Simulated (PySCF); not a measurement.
Computed IR spectrum (relative IR intensity) of a molecule C4H3ClF2. Geometry: PBE-D3(BJ)/def2-SVP. Other conformers were not sampled. All values below come from PBE-D3(BJ)/def2-SVP run with PySCF 2.14.0. Frequencies are harmonic and unscaled.

Lines under 2 % of the strongest are left out, and lines within 2 cm⁻¹ are merged.

```
ν (cm⁻¹)  relative intensity
--------  ------------------
490                      2.8
578                      2.2
608                      8.8
789                       20
1015                      28
1071                      10
1236                      45
1388                     2.3
1484                      21
2053                     100
```

Q: Identify the compound among the candidates.
A. F/C=C/C=C(\F)Cl
B. CC(Cl)=C=C(F)F
C. C=C(F)/C=C(\F)Cl
D. C=C(Cl)/C(F)=C\F

A: B, CC(Cl)=C=C(F)F
